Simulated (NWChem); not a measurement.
hydrogen bromide (HBr); SMILES Br

Computed with NWChem. Coordinates come from a PBE0/def2-SVP optimisation.

Isotropic polarisabilities at PBE0/aug-cc-pVDZ: 22.28 bohr³ (static) and 22.45 bohr³ at ω = 0.0428 Ha (1065 nm).

### Question
Fit one effective oscillator, α(ω) = α(0)/(1 − ω²/ω₀²), predict α at ω = 0.1139 Ha (400 nm) and compare with a run.

### Answer

1. 1 − α(0)/α(ω) = 0.0076 = (ω/ω₀)², so ω₀ = 0.492 Ha = 13.4 eV.
2. At the second frequency, (ω/ω₀)² = 0.054 and α = 23.5 bohr³.
3. The run gives 23.6 bohr³, a difference of 0.3 %.
